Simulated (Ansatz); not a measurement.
`CC(Cl)Br` + H₂ → `CCBr` + HCl at 400 K and 1 bar (hydrogenolysis of a C–Cl bond).

Gas-phase electronic energies from Ansatz, PBE0-D4/def2-TZVP geometries. CCSD(T)/CBS adds triple-zeta CCSD(T) − MP2 to the extrapolated MP2 energy (def2 sets, frozen cores). This one scheme is used for every species. For Br outer-core shells are correlated without core-valence functions, which leaves a few kJ/mol of doubt a bond. Scalar relativity is left out up to krypton.

```tsv
species	CCSD(T)/CBS energy (Eh)	H − E (kJ/mol)	S (J/(mol·K))
`CC(Cl)Br`	-3111.61100	173.6	339.2
H₂	-1.17544	38.0	139.0
`CCBr`	-2652.43806	194.0	306.4
HCl	-460.38127	29.6	195.4
```

H − E and S are ideal-gas, rigid-rotor, harmonic terms from PBE0-D4/def2-TZVP, for one conformer and one mirror image of each species. The MP2-based limit puts H₂ 0.8 mEh under its directly extrapolated value; such offsets cancel only in part. 1 Eh = 2625.50 kJ/mol, R = 8.31446 J/(mol·K).

Task: By hand: ΔE, ΔH, ΔS and ΔG.

Result: ΔE = (-2652.43806) + (-460.38127) − (-3111.61100) − (-1.17544) = -0.03289 Eh = -86.4 kJ/mol. Δ(H − E) = 194.0 + 29.6 − 173.6 − 38.0 = 12.0, so ΔH = -74.4 kJ/mol. ΔS = 306.4 + 195.4 − 339.2 − 139.0 = 23.6 J/(mol·K). ΔG = -74.4 − 400 × (23.6)/1000 = -83.8 kJ/mol.

Task: By hand: the equilibrium constant, and the temperature at which ΔG would vanish if ΔH and ΔS stayed fixed.

Result: log₁₀ K = −ΔG/(RT ln 10) = 10.9. ΔH and −TΔS have one sign here, so there is no such temperature.

ΔH outweighs TΔS. A doubt of 5 kJ/mol in ΔE shifts log₁₀ K by 0.7 here. Other conformers and mirror images would add mixing entropy, several J/(mol·K) or more a flexible species. These are equilibria of isolated gas molecules and say nothing of rates. Largest T1 diagnostic: 0.008 (customary marks: 0.02 for closed shells, 0.045 for open ones).
